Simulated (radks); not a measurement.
The numbers below are computed, except where a source is named.
Question: The rubidium ion Rb2+, configuration [Ar] 3d10 4s2 4p5. Level of theory: Dirac Kohn-Sham, LDA (Slater exchange, Perdew-Wang correlation), spin-unpolarised, spherical densities, finite nucleus; open shells fill j = l - 1/2 first; Fermi nuclear charge, rms radius 4.2036 fm (a radial shooting solver on a logarithmic mesh with Libxc functionals). Some entries of the table are withheld. Estimate them.

| orbital | occ. | eigenvalue (hartree) | <r> (bohr) | r(max) (bohr) |
|---|---|---|---|---|
| 1s1/2 | 2 | (1) | 0.04034 | 0.02632 |
| 2s1/2 | 2 | -74.39984 | 0.1778 | 0.1499 |
| 2p1/2 | 2 | -67.60859 | 0.1524 | 0.1173 |
| 2p3/2 | 4 | -65.37888 | 0.1565 | 0.1207 |
| 3s1/2 | 2 | -11.64340 | 0.5114 | 0.4516 |
| 3p1/2 | 2 | -9.20907 | 0.5121 | 0.4407 |
| 3p3/2 | 4 | -8.87309 | 0.5227 | 0.4496 |
| 3d3/2 | 4 | -4.59511 | 0.5228 | 0.3904 |
| 3d5/2 | 6 | -4.53798 | 0.5266 | 0.3931 |
| 4s1/2 | 2 | -1.85505 | (2) | 1.245 |
| 4p1/2 | 2 | (3) | 1.615 | 1.377 |
| 4p3/2 | 3 | (4) | 1.646 | 1.404 |

Answer: 
(1) 1s1/2 eigenvalue (hartree): -552.1337
(2) 4s1/2 <r> (bohr): 1.420
(3) 4p1/2 eigenvalue (hartree): -1.26910
(4) 4p3/2 eigenvalue (hartree): -1.23230
